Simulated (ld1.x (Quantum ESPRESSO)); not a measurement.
What one change does to a pseudopotential (ytterbium (Yb), TM semilocal)

Yb, norm-conserving Troullier–Martins (semilocal form), made with ld1.x (Quantum ESPRESSO) 7.5 (PBEsol, scalar-relativistic). Core [Kr] 4d10, reference 4f14 5s2 5p6 5d0 6s0.5 6p0 (charge +1.5). Waves: 5s (bound): rc 1.40 bohr; 5d (bound, empty): rc 2.85 bohr; 4f (bound): rc 1.05 bohr; 5p (bound): rc 1.55 bohr. Local part: the p channel. Core correction: none.

Occupied shells without a wave of their own: 6s. They enter only through the test configuration that unscreens the potential.

Change: all radii scaled by about 1.11 (s 1.56, p 1.72, d 3.16, f 1.16 bohr).

Cutoffs: the cutoffs (Ry, on a coarse ladder) from which the occupation-weighted sum of valence levels, in a spherical-Bessel basis at the reference potential, stays within 10 and 1 mRy of its value at 400 Ry; they do not see the model core or the augmentation charge, which bear on the density cutoff. Errors are all-electron minus pseudo energies relative to the spin-unpolarised reference configuration.

What does the change do?

The miss of the reference levels goes from 0.13 to 0.35 eV; the number of tests that count goes from 6 to 7; of the 6 tests that both files solve, the error grows in 5 and shrinks in 0 by more than 15 % and 0.3 meV (median size 113.5 → 297.0 meV); neither file shows a bound ghost at the reference potential, the only one tested. More of the atom is replaced by a form fitted at one configuration, so other configurations suffer. A semilocal file is local in each channel, so a ghost entry of none says nothing of the separable form that plane-wave codes build from it.

```csv
quantity,base,changed
bound ghosts,none,none
"largest miss of a reference level, eV",0.13,0.35
"tests counted (converged, no solver errors)",6 of 7,7 of 7
"error for 4f14 5s2 5p6 5d0 6s2 6p0, meV [ΔE -11.88 eV]",+128,+334
"error for 4f14 5s2 5p6 5d0 6s0 6p0, meV [ΔE 6.79 eV]",-79,-207
"error for 4f12 5s2 5p6 5d0 6s0 6p0, meV [ΔE 79.89 eV]",-409,-457
"error for 4f13 5s2 5p6 5d0 6s2 6p0, meV [ΔE -1.40 eV]",+258,+765
"error for 4f14 5s2 5p6 5d0 6s1.5 6p0, meV [ΔE -9.27 eV]",+99,+260
"error for 4f13 5s2 5p6 5d1 6s1 6p0, meV [ΔE 0.46 eV]",-11,+145
```

Base: Tests not counted: 4f14 5s2 5p6 5d0 6s1 6p0 (solver errors, printed error -5192 eV). ld1.x printed “convergence not achieved” for 5 of the counted tests; their residual had stalled under 1e-8, short of the target of 1e-14. The 6s level has no wave, so the channel is fitted at the deeper level alone: the likely source of the large errors. Changed file: ld1.x printed “convergence not achieved” for 4 of the counted tests; their residual had stalled under 1e-8, short of the target of 1e-14. The 6s level has no wave, so the channel is fitted at the deeper level alone: the likely source of the large errors.
